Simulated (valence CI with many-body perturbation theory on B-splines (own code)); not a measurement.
## Nd³⁸⁺: M1 decay

Computed by relativistic CI+MBPT: four valence electrons over a frozen Dirac-Fock core [Ar], radial functions for each j: 7 s, 7 p, 8 d, 6 f, 4 g, 1 h, with the one-electron correlation potential Σ1, the two-electron term Σ2, the three-electron term Σ3, Breit, model QED; selected CI, second order for the rest, scaled by the run's own slope (own B-spline code, finite nucleus).

The last digits are not significant, and no measured levels were compared; by estimate large intervals hold to a few tenths of a per cent, small ones and those within an open d or f shell to about a per cent. Only levels of the ground parity were solved; by the run's estimate the other parity begins above the list, which can be wrong where configurations are misplaced.

Lines 51 to 100 of 120 in falling wavelength, among levels below 145.93 eV, chosen from the decays that carry over 1 % of a level's rate. Wavelengths and rates use the calculated energies. S is in atomic units (e²a₀⁴ for E2 and M2, e²a₀⁶ for E3), for M1 in squared Bohr magnetons. Weak lines are less certain than strong ones. Lines between different terms over intervals too small for the method are left out, as are lines whose strength nearly cancels. The highest levels of a list are the least certain.

Levels are named by their leading jj configuration (3d3/2^4 stands for four electrons in 3d with j = 3/2), which in mixed levels can hold well under half, so a name can repeat and another be missing. Letters in brackets count levels of one name in rising energy.

| λ vac (nm) | Upper | Lower | Type | A (s⁻¹) | S (a.u.) |
| --- | --- | --- | --- | --- | --- |
| 46.04 | (3d3/2 3d5/2^3) J=3 [a] | (3d3/2^2 3d5/2^2) J=3 [a] | M1 | 1.45e+05 | 3.67e+00 |
| 45.52 | (3d3/2^2 3d5/2^2) J=1 | (3d3/2^3 3d5/2) J=2 | M1 | 1.73e+05 | 1.82e+00 |
| 45.05 | (3d3/2 3d5/2^3) J=5 | (3d3/2^2 3d5/2^2) J=5 | M1 | 5.25e+04 | 1.96e+00 |
| 45.02 | (3d3/2 3d5/2^3) J=2 [a] | (3d3/2^2 3d5/2^2) J=2 [b] | M1 | 6.31e+04 | 1.07e+00 |
| 44.93 | (3d3/2^2 3d5/2^2) J=4 [b] | (3d3/2^3 3d5/2) J=3 | M1 | 2.34e+04 | 7.07e-01 |
| 44.26 | (3d3/2 3d5/2^3) J=2 [a] | (3d3/2^2 3d5/2^2) J=3 [b] | M1 | 9.11e+04 | 1.46e+00 |
| 44.05 | (3d3/2 3d5/2^3) J=3 [a] | (3d3/2^2 3d5/2^2) J=2 [a] | M1 | 1.95e+05 | 4.33e+00 |
| 43.86 | (3d3/2^2 3d5/2^2) J=3 [b] | (3d3/2^3 3d5/2) J=3 | M1 | 1.24e+04 | 2.70e-01 |
| 43.63 | (3d3/2 3d5/2^3) J=4 [a] | (3d3/2^2 3d5/2^2) J=3 [a] | M1 | 6.94e+04 | 1.92e+00 |
| 43.52 | (3d3/2 3d5/2^3) J=6 | (3d3/2^2 3d5/2^2) J=5 | M1 | 8.65e+04 | 3.43e+00 |
| 43.14 | (3d3/2^2 3d5/2^2) J=2 [b] | (3d3/2^3 3d5/2) J=3 | M1 | 6.55e+02 | 9.75e-03 |
| 43.13 | (3d3/2 3d5/2^3) J=3 [c] | (3d3/2^2 3d5/2^2) J=4 [c] | M1 | 6.02e+04 | 1.25e+00 |
| 43.02 | (3d3/2 3d5/2^3) J=3 [b] | (3d3/2^2 3d5/2^2) J=2 [b] | M1 | 4.32e+04 | 8.91e-01 |
| 42.32 | (3d3/2 3d5/2^3) J=3 [b] | (3d3/2^2 3d5/2^2) J=3 [b] | M1 | 8.85e+04 | 1.74e+00 |
| 41.98 | (3d3/2^2 3d5/2^2) J=2 [a] | (3d3/2^3 3d5/2) J=1 | M1 | 1.90e+05 | 2.61e+00 |
| 41.60 | (3d3/2 3d5/2^3) J=0 | (3d3/2^2 3d5/2^2) J=1 | M1 | 1.87e+05 | 4.99e-01 |
| 41.46 | (3d3/2 3d5/2^3) J=4 [b] | (3d3/2^2 3d5/2^2) J=4 [c] | M1 | 9.98e+04 | 2.37e+00 |
| 41.37 | (3d3/2 3d5/2^3) J=3 [b] | (3d3/2^2 3d5/2^2) J=4 [b] | M1 | 3.19e+04 | 5.86e-01 |
| 40.91 | (3d3/2 3d5/2^3) J=4 [a] | (3d3/2^2 3d5/2^2) J=4 [a] | M1 | 1.54e+05 | 3.52e+00 |
| 40.87 | (3d3/2^2 3d5/2^2) J=4 [b] | (3d3/2^3 3d5/2) J=4 | M1 | 1.04e+03 | 2.36e-02 |
| 40.66 | (3d3/2 3d5/2^3) J=3 [c] | (3d3/2^2 3d5/2^2) J=2 [c] | M1 | 5.70e+04 | 9.94e-01 |
| 40.18 | (3d3/2^2 3d5/2^2) J=2 [d] | (3d3/2^2 3d5/2^2) J=3 [a] | M1 | 1.27e+03 | 1.53e-02 |
| 39.98 | (3d3/2^2 3d5/2^2) J=3 [b] | (3d3/2^3 3d5/2) J=4 | M1 | 8.91e+04 | 1.48e+00 |
| 39.97 | (3d3/2 3d5/2^3) J=1 [b] | (3d3/2^2 3d5/2^2) J=2 [c] | M1 | 8.39e+04 | 5.96e-01 |
| 39.91 | (3d5/2^4) J=4 | (3d3/2 3d5/2^3) J=4 [a] | M1 | 1.68e+05 | 3.56e+00 |
| 39.30 | (3d3/2^2 3d5/2^2) J=3 [b] | (3d3/2^3 3d5/2) J=2 | M1 | 5.23e+03 | 8.24e-02 |
| 38.76 | (3d3/2 3d5/2^3) J=1 [a] | (3d3/2^2 3d5/2^2) J=2 [a] | M1 | 1.79e+05 | 1.16e+00 |
| 38.72 | (3d3/2^2 3d5/2^2) J=2 [b] | (3d3/2^3 3d5/2) J=2 | M1 | 2.10e+04 | 2.26e-01 |
| 38.66 | (3d3/2^2 3d5/2^2) J=2 [d] | (3d3/2^2 3d5/2^2) J=2 [a] | M1 | 1.23e+03 | 1.32e-02 |
| 38.36 | (3d3/2 3d5/2^3) J=2 [a] | (3d3/2^2 3d5/2^2) J=1 | M1 | 5.97e+04 | 6.25e-01 |
| 38.08 | (3d5/2^4) J=4 | (3d3/2 3d5/2^3) J=3 [a] | M1 | 1.74e+05 | 3.21e+00 |
| 37.97 | (3d3/2 3d5/2^3) J=5 | (3d3/2^2 3d5/2^2) J=4 [a] | M1 | 2.77e+04 | 6.18e-01 |
| 36.13 | (3d3/2 3d5/2^3) J=2 [b] | (3d3/2^2 3d5/2^2) J=2 [c] | M1 | 7.70e+04 | 6.73e-01 |
| 35.73 | (3d3/2 3d5/2^3) J=1 [a] | (3d3/2^2 3d5/2^2) J=0 [a] | M1 | 1.91e+05 | 9.70e-01 |
| 32.89 | (3d3/2^2 3d5/2^2) J=2 [c] | (3d3/2^3 3d5/2) J=3 | M1 | 2.09e+05 | 1.38e+00 |
| 32.84 | (3d3/2 3d5/2^3) J=2 [a] | (3d3/2^2 3d5/2^2) J=3 [a] | M1 | 1.04e+05 | 6.86e-01 |
| 32.15 | (3d5/2^4) J=4 | (3d3/2^2 3d5/2^2) J=4 [c] | M1 | 9.20e+04 | 1.02e+00 |
| 31.76 | (3d3/2 3d5/2^3) J=3 [b] | (3d3/2^2 3d5/2^2) J=3 [a] | M1 | 2.71e+04 | 2.26e-01 |
| 31.43 | (3d3/2^2 3d5/2^2) J=4 [c] | (3d3/2^3 3d5/2) J=3 | M1 | 5.18e+04 | 5.37e-01 |
| 31.02 | (3d3/2 3d5/2^3) J=1 [b] | (3d3/2^2 3d5/2^2) J=2 [b] | M1 | 6.70e+03 | 2.22e-02 |
| 30.80 | (3d3/2 3d5/2^3) J=3 [b] | (3d3/2^2 3d5/2^2) J=2 [a] | M1 | 6.59e+03 | 4.99e-02 |
| 30.54 | (3d3/2 3d5/2^3) J=3 [c] | (3d3/2^2 3d5/2^2) J=4 [b] | M1 | 9.20e+03 | 6.80e-02 |
| 30.29 | (3d3/2 3d5/2^3) J=3 [b] | (3d3/2^2 3d5/2^2) J=4 [a] | M1 | 3.64e+04 | 2.63e-01 |
| 30.26 | (3d3/2^2 3d5/2^2) J=2 [b] | (3d3/2^3 3d5/2) J=1 | M1 | 1.46e+04 | 7.50e-02 |
| 30.25 | (3d3/2^2 3d5/2^2) J=2 [c] | (3d3/2^3 3d5/2) J=2 | M1 | 4.54e+04 | 2.33e-01 |
| 30.18 | (3d3/2 3d5/2^3) J=4 [b] | (3d3/2^2 3d5/2^2) J=3 [b] | M1 | 6.58e+04 | 6.04e-01 |
| 28.65 | (3d3/2 3d5/2^3) J=2 [b] | (3d3/2^2 3d5/2^2) J=2 [b] | M1 | 1.01e+04 | 4.39e-02 |
| 28.34 | (3d3/2 3d5/2^3) J=2 [b] | (3d3/2^2 3d5/2^2) J=3 [b] | M1 | 3.33e+04 | 1.41e-01 |
| 27.94 | (3d3/2^2 3d5/2^2) J=0 [b] | (3d3/2^2 3d5/2^2) J=1 | M1 | 6.48e+04 | 5.24e-02 |
| 27.70 | (3d3/2 3d5/2^3) J=1 [b] | (3d3/2^2 3d5/2^2) J=1 | M1 | 4.39e+04 | 1.04e-01 |
